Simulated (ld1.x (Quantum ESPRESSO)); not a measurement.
**Which change was made? (B, TM)**

B (Z = 5), norm-conserving Troullier–Martins (Kleinman–Bylander form), made with ld1.x (Quantum ESPRESSO) 7.5 (LDA (PZ), scalar-relativistic). Core [He], reference 2s1.75 2p1.25. Waves: 2s (bound): rc 1.55 bohr; 2p (bound): rc 1.70 bohr; 3d channel at 0.25 Ry: rc 1.45 bohr. Local part: all-electron potential smoothed inside 1.35 bohr (lloc = -1). Core correction: a·sin(br)/r model core, default radius (core density twice the valence density).

Cutoffs, loose and tight: the cutoffs (Ry, on a coarse ladder) from which the occupation-weighted sum of valence levels, in a spherical-Bessel basis at the reference potential, stays within 10 and 1 mRy of its value at 400 Ry. They do not see the model core or the augmentation charge, which bear on the density cutoff. Test errors are all-electron minus pseudo excitation energies from the reference, over the configurations 2s2 2p1; 2s2 2p0; 2s1 2p0; 2s1 2p1; 2s1 2p2; 2s2 2p0.5; 2s0 2p3 (two spin-polarised tests are not counted in the largest error); variants that change the core or the reference have their own tests.

The base gives: outcome: generated; cutoff, loose: 25 Ry; cutoff, tight: 50 Ry; bound ghosts: none; largest test error (meV): +51.

**Question.** After one change the result is: outcome: generated; cutoff, loose: 25 Ry; cutoff, tight: 50 Ry; bound ghosts: none; largest test error (meV): +71. Which change was it?
A. functional PBE
B. type ultrasoft; waves now 2s (bound): rcut 1.35, rcutus 1.55 bohr; 2s channel at -0.35 Ry: rcut 1.35, rcutus 1.55 bohr; 2p (bound): rcut 1.50, rcutus 1.70 bohr; 2p channel at 2.05 Ry: rcut 1.50, rcutus 1.70 bohr; 3d channel at 0.25 Ry: rcut 1.25, rcutus 1.45 bohr; 3d channel at 1.65 Ry: rcut 1.25, rcutus 1.45 bohr; local potential all-electron potential smoothed inside 1.25 bohr (lloc = -2); augmentation built from norm-conserving waves at rcut, not smoothed further
C. reference 2s2 2p0

**Answer.** A. The others give: type ultrasoft; waves now 2s (bound): rcut 1.35, rcutus 1.55 bohr; 2s channel at -0.35 Ry: rcut 1.35, rcutus 1.55 bohr; 2p (bound): rcut 1.50, rcutus 1.70 bohr; 2p channel at 2.05 Ry: rcut 1.50, rcutus 1.70 bohr; 3d channel at 0.25 Ry: rcut 1.25, rcutus 1.45 bohr; 3d channel at 1.65 Ry: rcut 1.25, rcutus 1.45 bohr; local potential all-electron potential smoothed inside 1.25 bohr (lloc = -2); augmentation built from norm-conserving waves at rcut, not smoothed further → outcome: generated; cutoff, loose: 18 Ry; cutoff, tight: 30 Ry; bound ghosts: none; largest test error (meV): +24 | reference 2s2 2p0 → outcome: generated; cutoff, loose: 18 Ry; cutoff, tight: 50 Ry; bound ghosts: none; largest test error (meV): +38.
